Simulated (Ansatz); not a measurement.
Consider the formal exchange of groups at a Te–C bond: `C=C([SiH3])[TeH]` + `C[SiH2]N` → `C[SiH](N)[TeH]` + `C=C[SiH3]`.

Calculated with Ansatz (gas phase, PBE0-D4/def2-TZVP geometries, no zero-point term in ΔE). CCSD(T)/CBS is the MP2 limit (def2-TZVPP, def2-QZVPP) plus CCSD(T) − MP2 in def2-TZVPP, frozen cores. Functionals use def2-TZVPP. B3LYP here is the variant with VWN-RPA as its local correlation; programs differ in this. Elements past krypton have def2 core potentials. For Te outer-core shells are correlated without core-valence functions, which leaves a few kJ/mol of doubt a bond. Each species was taken in one conformer, which may not be the lowest.

`C=C([SiH3])[TeH]`:

Z-matrix (Å, degrees):
```
Si
C 1 1.862
H 1 1.486 2 110.3
H 1 1.487 2 109.7 3 -119.1
H 1 1.488 2 109.0 3 120.8
Te 2 2.108 1 117.3 3 61.1
C 2 1.332 1 122.6 3 -114.8
H 6 1.659 2 93.4 1 28.4
H 7 1.087 2 123.5 1 179.7
H 7 1.087 2 120.5 1 -0.3
```

`C[SiH2]N`:

Z-matrix (Å, degrees):
```
C
Si 1 1.871
H 1 1.093 2 111.2
H 1 1.094 2 110.5 3 119.8
H 1 1.093 2 111.2 3 -120.4
N 2 1.720 1 116.4 3 60.2
H 2 1.489 1 108.4 3 -179.4
H 2 1.489 1 108.4 3 -60.3
H 6 1.007 2 120.7 1 73.7
H 6 1.007 2 120.7 1 -73.5
```

`C[SiH](N)[TeH]`:

```xyz
11

C     1.524    0.124    0.022
Si   -0.331    0.162    0.175
N    -0.872   -1.449    0.403
Te   -1.498    0.954   -1.898
H     1.833   -0.510   -0.811
H     1.980   -0.257    0.941
H     1.909    1.131   -0.152
H    -0.717    1.141    1.232
H    -1.853   -1.667    0.455
H    -0.309   -2.111    0.913
H    -1.665    2.482   -1.279
```

`C=C[SiH3]`:

Z-matrix (Å, degrees):
```
Si
C 1 1.859
H 1 1.488 2 110.8
H 1 1.487 2 109.0 3 -120.3
H 1 1.488 2 110.8 3 119.3
C 2 1.330 1 123.1 3 120.2
H 2 1.089 1 118.8 3 -59.8
H 6 1.087 2 122.2 1 -180.0
H 6 1.087 2 121.7 1 0.0
```

(1) Is it downhill or uphill in electronic energy at CCSD(T)/CBS, and by how much? (Best estimate.)

(2) What do these levels give: PBE-D4, ωB97X-V, ωB97M-V, r2SCAN, B3LYP, MP2/def2-TZVPP, SCS-MP2/def2-TZVPP, CCSD/def2-TZVPP, CCSD(T)/def2-TZVPP, MP2/def2-QZVPP, HF/CBS(def2), CCSD/CBS(def2)? (An estimate is asked.)

Largest T1 diagnostic among the species: 0.012.

Results:

(1) Computed: Downhill: ΔE = -92.0 kJ/mol.

(2) The calculation gave: PBE-D4 -92.6, ωB97X-V -95.5, ωB97M-V -96.3, r2SCAN -95.4, B3LYP -93.7, MP2/def2-TZVPP -88.0, SCS-MP2/def2-TZVPP -86.0, CCSD/def2-TZVPP -91.6, CCSD(T)/def2-TZVPP -88.3, MP2/def2-QZVPP -89.7, HF/CBS(def2) -102.6, CCSD/CBS(def2) -95.3 kJ/mol.

In def2-TZVPP, CCSD(T) changes the Hartree–Fock value by +15.7 kJ/mol (the triples alone add +3.2 kJ/mol) and MP2 by +16.0 kJ/mol. From PBE to PBE0 (25 % exact exchange), in def2-TZVPP and without D4, ΔE moves by −5.7 kJ/mol.
